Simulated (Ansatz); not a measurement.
C2H10AlNSi. Charge 0, multiplicity 1. The bonds changed during the relaxation, so this is another structure than the one it started from.

```xyz
15

Al    0.7679    0.0208    1.5431
C     0.0414   -1.7121    0.8668
C    -0.3818   -1.0137   -0.4208
N    -0.4872    0.4515   -0.0733
Si   -0.0588    1.6406   -1.3085
H     2.2222    0.4628    1.0413
H     0.1526    0.7284    2.8386
H    -0.8265   -2.0679    1.4286
H     0.7016   -2.5601    0.6857
H     0.4012   -1.1009   -1.1795
H    -1.3174   -1.3535   -0.8772
H    -1.3936    0.6388    0.3461
H    -1.0082    1.5843   -2.4519
H    -0.1189    2.9762   -0.6701
H     1.3053    1.3048   -1.7690
```

(1) What are the harmonic wavenumbers in cm⁻¹ at PBE0-D4/def2-TZVP (Ansatz, finite differences of forces, unscaled)? (Estimate.)

(2) Is this a minimum?

(3) Give the ideal-gas thermochemistry at 298.15 K and 1 bar (rigid rotor, harmonic oscillator; point group C1, symmetry number 1).

(4) Rotational constants (cm⁻¹)?

## Answers

(1) Computed: 82, 111, 146, 237, 342, 363, 416, 462, 609, 631, 646, 695, 701, 768, 827, 852, 899, 928, 940, 956, 966, 1012, 1066, 1140, 1260, 1335, 1378, 1450, 1492, 1860, 1867, 2222, 2256, 2277, 3038, 3071, 3092, 3142, 3526.

(2) Yes, all 39 modes are real.

(3) Zero-point energy 293.5 kJ/mol; H(298) − E = 316.9 kJ/mol; entropy 360.4 J/(mol·K), of which translation 166.7, rotation 114.3, vibration 79.4; G(298) − E = 209.5 kJ/mol. Modes under 100 cm⁻¹ are hindered rotations or soft bends, so the harmonic entropy is rough.

(4) 0.1767, 0.06737, 0.05365.
